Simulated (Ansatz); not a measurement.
`[NH2][AlH][Cl]` + `ClCCl` → `[NH2][Al]([Cl])[Cl]` + `CCl` at 600 K and 1 bar (formal exchange of groups at the Al–H bond).

Calculated with Ansatz (gas phase, PBE0-D4/def2-TZVP geometries, no zero-point term in ΔE). CCSD(T)/CBS is the MP2 limit (def2-TZVPP, def2-QZVPP) plus CCSD(T) − MP2 in def2-TZVPP, frozen cores. This one scheme is used for every species. Each species was taken in one conformer, which may not be the lowest.

```csv
species,CCSD(T)/CBS energy (Eh),H − E (kJ/mol),S (J/(mol·K))
`[NH2][AlH][Cl]`,-758.40905,131.1,353.8
`ClCCl`,-958.80256,108.1,312.6
`[NH2][Al]([Cl])[Cl]`,-1217.66844,123.5,389.4
`CCl`,-499.63220,125.0,268.9
```

H − E and S are ideal-gas, rigid-rotor, harmonic terms from PBE0-D4/def2-TZVP, for one conformer and one mirror image of each species. 1 Eh = 2625.50 kJ/mol, R = 8.31446 J/(mol·K).

Task: By hand: ΔE, ΔH, ΔS and ΔG.

Result: ΔE = (-1217.66844) + (-499.63220) − (-758.40905) − (-958.80256) = -0.08903 Eh = -233.7 kJ/mol. Δ(H − E) = 123.5 + 125.0 − 131.1 − 108.1 = 9.3, so ΔH = -224.4 kJ/mol. ΔS = 389.4 + 268.9 − 353.8 − 312.6 = -8.1 J/(mol·K). ΔG = -224.4 − 600 × (-8.1)/1000 = -219.5 kJ/mol.

Task: By hand: the equilibrium constant, and the temperature at which ΔG would vanish if ΔH and ΔS stayed fixed.

Result: log₁₀ K = −ΔG/(RT ln 10) = 19.1. ΔG = 0 at ΔH/ΔS = 27704 K, far beyond where these terms or the molecules hold.

The number of gas molecules stays the same, so ΔS is small and ΔH decides. A doubt of 5 kJ/mol in ΔE shifts log₁₀ K by 0.4 here. Other conformers and mirror images would add mixing entropy, several J/(mol·K) or more a flexible species. These are equilibria of isolated gas molecules and say nothing of rates. Largest T1 diagnostic: 0.009 (customary marks: 0.02 for closed shells, 0.045 for open ones).
